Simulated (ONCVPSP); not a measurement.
## Fe: one change to an ONCV potential, before and after

ONCVPSP 4.0.1 input, shortened (lines: element, Z, core and valence counts, functional; n l f; lmax; l rc ep ncon nbas qcut; lloc lpopt rc5 dvloc0; l nproj debl; icmod fcfact rcfact), PBE, scalar-relativistic:

```
  Fe 26.00    3    3        4      upf
    1    0    2.00
    2    0    2.00
    2    1    6.00
    3    0    2.00
    3    1    6.00
    3    2    6.00
    2
    0    1.10    0.00    3    6   11.80
    1    1.05    0.00    5    8   16.80
    2    1.60    0.00    4    9    9.40
    4    5    0.75    0.00
    0    2    1.40
    1    2    3.80
    2    2    1.80
    3    2.00    1.40
```

In the s channel the program set the typed energies aside and used -4.133, 0.250 Ha.

Change: d: nproj 1.

Cutoffs: the cutoffs (Ha) at which the residual kinetic energy of the hardest occupied pseudo-wave falls to 1 and 0.1 mHa per electron; they do not see the model core or the augmentation charge, which bear on the density cutoff. Errors are all-electron minus pseudo energies relative to the spin-unpolarised reference configuration.

Q: Predict the effect on cutoff, ghosts and configuration errors.

A: The potential gets neither clearly harder nor softer (82 Ha and 101 Ha → 82 Ha and 101 Ha); of the 4 tests that both files solve, the error grows in 0 and shrinks in 2 by more than 15 % and 0.3 meV (median size 48.1 → 30.7 meV); the range in which the d phases agree narrows (upper end at the end of the scan → 0.4); neither file shows a bound ghost.

| quantity | base | changed |
| --- | --- | --- |
| cutoff, loose | 82 Ha | 82 Ha |
| cutoff, tight | 101 Ha | 101 Ha |
| bound ghosts | none | none |
| GHOST(+) flags under 300 eV | none | none |
| error for 3s2 3p6 3d6 4s2, meV [ΔE -24.93 eV] | +10 | +10 |
| error for 3s2 3p6 3d6 4s1, meV [ΔE -16.20 eV] | +3.7 | +3.6 |
| error for 3s2 3p6 3d5, meV [ΔE 34.22 eV] | +86 | +51 |
| error for 3s2 3p6 3d5 4s2, meV [ΔE -10.73 eV] | +128 | +107 |
| s: phases at 1.12 bohr within 0.05 rad from the reference energy up to (Ha; the scan ends near 5) | to the end of the scan | to the end of the scan |
| p: phases at 1.07 bohr within 0.05 rad from the reference energy up to (Ha; the scan ends near 5) | to the end of the scan | to the end of the scan |
| d: phases at 1.62 bohr within 0.05 rad from the reference energy up to (Ha; the scan ends near 5) | to the end of the scan | 0.4 |
| rms error of d²Exc/dni dnj with the model core, mHa | 0.67 | 0.67 |
